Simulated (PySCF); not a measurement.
**Electronic structure of Ga (gallium, neutral) at the UHF level**

Configuration: [Ar] 3d10 4s2 4p1, 2P determinant. All numbers are calculated (PySCF 2.14, the spin-free X2C one-electron Hamiltonian (Gaussian nucleus), in x2c-TZVPPall with one added diffuse shell each of s, p, d type (7s6p5d1f, 57 functions)).

| Quantity | Value |
| --- | --- |
| Total energy | -1942.169632 hartree |
| One-electron energy | -2708.8626 hartree |
| Hartree (Coulomb) energy | 841.2189 hartree |
| Exchange energy | -74.5259 hartree |
| ⟨S²⟩ | 0.7623 |
| ⟨L²⟩ | 2.037 |
| Sum of ⟨r⟩ | 23.30 bohr |
| Sum of ⟨r²⟩ | 40.55 bohr² |
| Traceless quadrupole moment −½Σ⟨3z² − r²⟩ along its main axis | -5.73 e·bohr² |
| Langevin diamagnetic susceptibility | -32.1 ×10⁻⁶ cm³/mol |

| shell | electrons | mean orbital energy (eV) | spread (eV) | rms radius, mean of both spins (bohr) |
| --- | --- | --- | --- | --- |
| 1s α | 1 | -10441.2 | 0 | 0.0560 |
| 1s β | 1 | -10441.2 | 0 | 0.0560 |
| 2s β | 1 | -1341.1 | 0 | 0.235 |
| 2s α | 1 | -1341.1 | 0 | 0.235 |
| 2p α | 3 | -1163.1 | 0.006 | 0.211 |
| 2p β | 3 | -1163.0 | 0.074 | 0.211 |
| 3s α | 1 | -179.06 | 0 | 0.698 |
| 3s β | 1 | -179.04 | 0 | 0.698 |
| 3p α | 3 | -123.15 | 0.010 | 0.737 |
| 3p β | 3 | -123.09 | 0.280 | 0.737 |
| 3d α | 5 | -31.718 | 0.209 | 0.898 |
| 3d β | 5 | -31.704 | 0.291 | 0.898 |
| 4s α | 1 | -12.684 | 0 | 2.65 |
| 4s β | 1 | -11.038 | 0 | 2.65 |
| 4p α | 1 | -5.804 | 0 | 3.72 |

Densities and radii are taken from the X2C orbitals without a picture-change correction, which distorts them close to the nucleus.

Spin-orbit constants ζ (cm⁻¹) from the X2C one-electron operator on these orbitals: bare nucleus, nucleus screened by l(l+1)(2l+1)/3 electrons, and screened by the Breit-Pauli mean field of the electrons.

```csv
shell,bare,screened nucleus,mean field
2p,154100,144200,139600
3p,19970,18680,17970
3d,2078,1408,1290
4p,540.0,505.2,480.0
```

To first order the Landé constant is A = 480.0 cm⁻¹, so the lowest level has J = 1/2 and lies 0.0595 eV below the centre of the term.
